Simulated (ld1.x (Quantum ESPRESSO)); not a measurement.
Scattering properties, TM potential for iron (Fe)

| Item | Value |
| --- | --- |
| Element | iron (Fe) |
| Generator | ld1.x (Quantum ESPRESSO) 7.5 |
| Type | norm-conserving Troullier–Martins (Kleinman–Bylander form) |
| Functional | LDA (PZ) |
| Relativity | scalar-relativistic |
| Frozen core | [Ar] |
| Valence charge | 8 |
| Reference configuration | 3d6 4s0.5 4p0 (charge +1.5) |
| Partial waves | 4p (bound, empty): rc 2.05 bohr; 3d (bound): rc 1.70 bohr; 4s (bound): rc 1.80 bohr |
| Local potential | the s channel |
| Core correction | none |

The phase is arctan(r·u′/u) with u = r·R(r), unwrapped; energies in Ry, scanned from -4 to 5 Ry. A pole is an energy at which the radial function vanishes at the test radius. The pseudo phase is shifted by a multiple of π to meet the all-electron one at the reference energy, and phase errors are pseudo minus all-electron; the curves can meet again beyond the range given. Levels narrower than the energy grid can be missing from the lists of poles.

| channel | radius (bohr) | reference energy (Ry) | poles, all-electron | poles, pseudo | unbroken range about the reference energy with phases within 0.05 rad | phase error 1 Ry above the reference energy (rad) |
| --- | --- | --- | --- | --- | --- | --- |
| s | 2.25 | -1.21 | 1.93 | 1.41 | below 1.5 | -0.015 |
| p | 2.25 | -0.80 | 3.10 | 3.30 | the whole range | -0.004 |
| d | 2.25 | -1.55 | -1.31, 4.95 | -1.30 | below -0.4 | +0.042 |

Phases in the p channel:

| E (Ry) | all-electron | pseudo |
| --- | --- | --- |
| -4.00 | 1.317 | 1.304 |
| -3.52 | 1.288 | 1.278 |
| -3.04 | 1.253 | 1.246 |
| -2.56 | 1.206 | 1.200 |
| -2.08 | 1.138 | 1.134 |
| -1.60 | 1.029 | 1.027 |
| -1.12 | 0.831 | 0.831 |
| -0.64 | 0.414 | 0.414 |
| -0.16 | -0.333 | -0.337 |
| 0.32 | -0.925 | -0.929 |
| 0.80 | -1.207 | -1.208 |
| 1.28 | -1.351 | -1.351 |
| 1.76 | -1.438 | -1.435 |
| 2.24 | -1.497 | -1.492 |
| 2.72 | -1.542 | -1.533 |
| 3.20 | -1.578 | -1.565 |
| 3.68 | -1.610 | -1.592 |
| 4.16 | -1.640 | -1.615 |
| 4.64 | -1.670 | -1.636 |
